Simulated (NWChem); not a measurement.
# C$_{3}$H$_{2}$BF$_{3}$; SMILES FB1C=CC1(F)F

```xyz
9

F      1.0327    -1.9605    -0.0044
B      0.1151    -1.0148    -0.0053
C     -1.4287    -0.9510     0.0023
C     -1.3773     0.4075     0.0132
C      0.1266     0.5999    -0.0004
F      0.5916     1.2710    -1.1031
F      0.6140     1.2648     1.0963
H     -2.3039    -1.5916     0.0040
H     -2.1595     1.1662     0.0284
```
Atoms are numbered in this order, from 1.

Computed with NWChem. Pople sets run with spherical d functions. STO-3G and 3-21G are far too small for this property and stand as cheap habits. Structure relaxed at the B3LYP/6-31G* (spherical d) level. B3LYP is NWChem's, with the RPA form of VWN correlation. GIAO values for the isolated, static molecule; σ is the absolute isotropic shielding, δ = σ(reference) − σ with the isolated reference molecule computed at the same levels (13C: tetramethylsilane, 19F: trichlorofluoromethane, 1H: tetramethylsilane).

| level | δ F1 (ppm) | δ C3 (ppm) | δ C4 (ppm) | δ C5 (ppm) | δ F6 (ppm) | δ H8 (ppm) | δ H9 (ppm) | relative time |
|---|---|---|---|---|---|---|---|---|
| LDA (Slater exchange, VWN5)/pcSseg-1 | -64.7 | 169.5 | 202.2 | 144.9 | -138.9 | 7.18 | 9.31 | 10 |
| B3LYP/6-31G* | -60.4 | 144.4 | 176.3 | 125.2 | -125.9 | 6.69 | 8.75 | 10 |
| Hartree-Fock/STO-3G | 34.8 | 146.2 | 162.0 | 91.4 | -71.9 | 7.37 | 8.44 | 1 |
| KT2/pcSseg-1 | -83.8 | 149.2 | 182.4 | 136.4 | -139.6 | 6.83 | 9.04 | 10 |

Times are rough ratios from one shared machine.
